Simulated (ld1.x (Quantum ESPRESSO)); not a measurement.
**As (Z = 33): excitation energies, all-electron against RRKJ**

ld1.x (Quantum ESPRESSO) 7.5 input, shortened:

```
&input
   title='As', zed=33., rel=1, dft='PBE', iswitch=3,
   config='[Ar] 3d10 4s2 4p2.5 4d-2'
 /
 &inputp
   pseudotype=2, tm=.false., rho0=0.01, lloc=2,
   nlcc=.false.
 /
3
4S  1  0   2.00   0.00  1.55  1.55  0.0
4P  2  1   2.50   0.00  1.45  1.45  0.0
4D  3  2  -2.00   0.10  1.15  1.15  0.0
 &test
   configts(1)='4s2 4p2.5'
 /
```

Energies are relative to the spin-unpolarised reference configuration 4s2 4p2.5; without spin polarisation the order of configurations can differ from experiment.

(1) Give the all-electron excitation energy and the error of the potential for: 4s2 4p3; 4s2 4p2; 4s2 4p1; 4s1 4p3; 4s0 4p5; 4s2 4p0; 4s1 4p4.

Levels in the configuration 4s2 4p2:

| level | all-electron (eV) | pseudo (eV) |
| --- | --- | --- |
| 4s | -23.355 | -23.359 |
| 4p | -13.340 | -13.343 |

Note: ghost states, extra bound levels that the all-electron valence spectrum of the same l lacks: s at -2548.4 eV, p at -1294.6 eV. A true bound ghost makes a file unfit for plane-wave use.

## Answers

(1)

```json
{"valence configuration": "4s2 4p3", "charge": "0", "ΔE all-electron (eV)": "-3.555", "error AE − PS (meV)": "+0.3"}
{"valence configuration": "4s2 4p2", "charge": "+1", "ΔE all-electron (eV)": "5.594", "error AE − PS (meV)": "-1.4"}
{"valence configuration": "4s2 4p1", "charge": "+2", "ΔE all-electron (eV)": "23.512", "error AE − PS (meV)": "-13"}
{"valence configuration": "4s1 4p3", "charge": "+1", "ΔE all-electron (eV)": "15.701", "error AE − PS (meV)": "+12"}
{"valence configuration": "4s0 4p5", "charge": "0", "ΔE all-electron (eV)": "15.501", "error AE − PS (meV)": "+51"}
{"valence configuration": "4s2 4p0", "charge": "+3", "ΔE all-electron (eV)": "51.215", "error AE − PS (meV)": "-29"}
{"valence configuration": "4s1 4p4", "charge": "0", "ΔE all-electron (eV)": "5.862", "error AE − PS (meV)": "+11"}
```
